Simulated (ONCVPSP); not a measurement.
## Before and after: ONCV potential for Gd (Z = 64)

```
Element                 : gadolinium
Generator               : ONCVPSP 4.0.1
Type                    : optimised norm-conserving Vanderbilt (ONCV)
Functional              : PBE
Relativity              : scalar-relativistic
Frozen core             : [Kr] 4d10 4f7
Valence charge          : 11
Reference configuration : 5s2 5p6 5d1 6s1 6p1
Partial waves           : 5s+6s: rc 2.40 bohr, ncon 4, nbas 7, qcut 4.8 1/bohr, 3 projectors, debl 3.3 Ha; 5p+6p: rc 2.40 bohr, ncon 4, nbas 8, qcut 7.1 1/bohr, 2 projectors; 5d: rc 2.70 bohr, ncon 5, nbas 10, qcut 5.8 1/bohr, 2 projectors, debl 1 Ha
Local potential         : polynomial inside 2.20 bohr (lpopt 5, dvloc0 0 Ha)
Core correction         : Teter function, fcfact 4, rcfact 1.1
```

Change: all radii but the core radius scaled by about 1.13 (s 2.72, p 2.72, d 3.06 bohr); local potential polynomial inside 2.48 bohr (lpopt 5, dvloc0 0 Ha).

Cutoffs: the cutoffs (Ha) at which the residual kinetic energy of the hardest occupied pseudo-wave falls to 1 and 0.1 mHa per electron; they do not see the model core or the augmentation charge, which bear on the density cutoff. Errors are all-electron minus pseudo energies relative to the spin-unpolarised reference configuration.

Question: How do hardness, ghosts and transferability respond?

Answer: The potential gets neither clearly harder nor softer (8.7 Ha and 15 Ha → 8.4 Ha and 15 Ha); the d channel sets the loose cutoff, while the largest relative change is in s, which becomes softer; the errors of the 4 common tests hardly move; neither file shows a bound ghost.

```csv
quantity,base,changed
"cutoff, loose",8.7 Ha,8.4 Ha
"cutoff, tight",15 Ha,15 Ha
loose cutoff by channel,"s 7.3 Ha, p 8.0 Ha, d 8.7 Ha","s 4.5 Ha, p 7.7 Ha, d 8.4 Ha"
bound ghosts,none,none
GHOST(+) flags under 300 eV,s at 200.4 eV,none
"error for 5s2 5p6 5d1 6s2 6p0, meV [ΔE -2.87 eV]",+1.4,+1.3
"error for 5s2 5p6 5d1 6s1 6p0, meV [ΔE 3.78 eV]",+0.7,+0.7
"error for 5s2 5p6 5d1 6s0 6p0, meV [ΔE 15.88 eV]",+10.0,+9.6
"error for 5s2 5p6 5d1 6s0 6p2, meV [ΔE 3.01 eV]",+0.4,+0.2
"rms error of d²Exc/dni dnj with the model core, mHa",1.59,1.67
```
